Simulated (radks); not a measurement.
Q: All-electron atom: the boron ion B2+ in 2s1 2p2 (not the ground configuration). All-electron calculation, non-relativistic Kohn-Sham, BLYP, spin-polarised, spherical densities, point nucleus; open shells are filled with parallel spins first. Program: a radial shooting solver on a logarithmic mesh with Libxc functionals. Some entries of the table are withheld. Estimate them.

orbital  occ.  eigenvalue (hartree)  <r> (bohr)
1s up       0                   (1)      0.2974
2s up       1              -1.58445         (2)
2p up       2                   (3)       1.153

A: 
(1) 1s up eigenvalue (hartree): -10.53810
(2) 2s up <r> (bohr): 1.327
(3) 2p up eigenvalue (hartree): -1.44052
